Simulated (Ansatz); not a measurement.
Cost and result up the ladder for `CCC(CC(CC(C)c1ccc(Cl)cc1)c1ccc(Cl)cc1)c1ccc(Cl)cc1` (56 atoms). The state is a singlet with charge 0. Geometry: r2SCAN-D4/def2-SVP.

Cartesian coordinates in Å:
```
C -2.312 -0.345 -2.732
C -1.557 -0.109 -1.430
C -0.296 -0.977 -1.282
C 0.440 -0.718 0.045
C 0.926 0.725 0.251
C 1.638 0.905 1.605
C 0.780 0.585 2.845
C 1.546 0.928 4.128
C -0.566 1.281 2.794
C -1.762 0.548 2.821
C -3.009 1.175 2.746
C -3.062 2.566 2.644
Cl -4.608 3.366 2.543
C -1.889 3.328 2.622
C -0.655 2.681 2.696
C 1.812 1.199 -0.883
C 2.970 0.493 -1.248
C 3.793 0.933 -2.286
C 3.456 2.103 -2.974
Cl 4.477 2.661 -4.273
C 2.313 2.829 -2.634
C 1.503 2.369 -1.592
C -0.595 -2.458 -1.415
C 0.063 -3.244 -2.372
C -0.186 -4.614 -2.491
C -1.114 -5.211 -1.634
Cl -1.438 -6.919 -1.770
C -1.789 -4.456 -0.670
C -1.524 -3.089 -0.569
H -1.658 -0.172 -3.605
H -3.175 0.335 -2.821
H -2.689 -1.379 -2.802
H -2.224 -0.278 -0.562
H -1.261 0.953 -1.372
H 0.389 -0.710 -2.109
H -0.237 -0.989 0.874
H 1.299 -1.410 0.120
H 0.041 1.385 0.268
H 1.993 1.950 1.673
H 2.547 0.277 1.634
H 0.582 -0.502 2.857
H 0.966 0.654 5.023
H 1.763 2.008 4.184
H 2.509 0.391 4.163
H -1.720 -0.544 2.903
H -3.936 0.595 2.767
H -1.951 4.417 2.544
H 0.259 3.285 2.674
H 3.240 -0.426 -0.718
H 4.693 0.380 -2.566
H 2.064 3.741 -3.182
H 0.606 2.938 -1.322
H 0.788 -2.772 -3.044
H 0.330 -5.219 -3.240
H -2.513 -4.941 -0.011
H -2.060 -2.503 0.185
```

Ansatz on 2 threads of AMD EPYC 7R13 on a shared host and a share (18 GiB) of an NVIDIA H100 80GB HBM3. Times are rough, and most runs start from the orbitals of an earlier one. No level here is sound enough to serve as a yardstick. Binding counts from free atoms at the same level (C triplet, Cl doublet, H doublet; other spins of the atoms weren't run), without zero-point energy or a counterpoise term.

Correlated methods freeze 41 core orbitals. The rows differ in basis, and correlated rows in double-zeta sets carry the largest basis error. Single mean-field runs in def2-SVP, def2-TZVP are fitted with def2-universal-jkfit.

Run but left out: HF/STO-3G (restricted singlet, unstable in another Hartree–Fock run and untested here).

Correlated methods converge slowly with the basis, most of all in double-zeta sets.

| level | functions | binding energy per atom (eV) | remarks |
| --- | --- | --- | --- |
| PBE0-D4/def2-TZVP | 1079 | 4.85 | – |
| PBE0-D4/def2-SVP | 553 | 4.92 | – |
| BHLYP-D4/def2-SVP | 553 | 4.70 | – |
| PBE-D4/def2-SVP | 553 | 5.01 | – |
| MP2/def2-SVP | 553 | 4.71 | restricted SCF unstable |
| PBE-D4/def2-TZVP | 1079 | 4.94 | – |
| ωB97M-V/def2-SVP | 553 | 4.88 | – |
| LDA (SPW92)/def2-SVP (with forces) | 553 | 5.59 | – |
| r2SCAN-D4/def2-SVP (with forces) | 553 | 4.87 | – |

**Question.** Estimate how long each takes.

**Answer.** BHLYP-D4/def2-SVP 5.5 s; PBE-D4/def2-SVP 7 s; PBE0-D4/def2-SVP 7.5 s; LDA (SPW92)/def2-SVP (with forces) 8.5 s; PBE-D4/def2-TZVP 10 s; r2SCAN-D4/def2-SVP (with forces) 11 s; MP2/def2-SVP 12 s; ωB97M-V/def2-SVP 13 s; PBE0-D4/def2-TZVP 15 s. On shared hardware such times vary by a factor of up to 3.
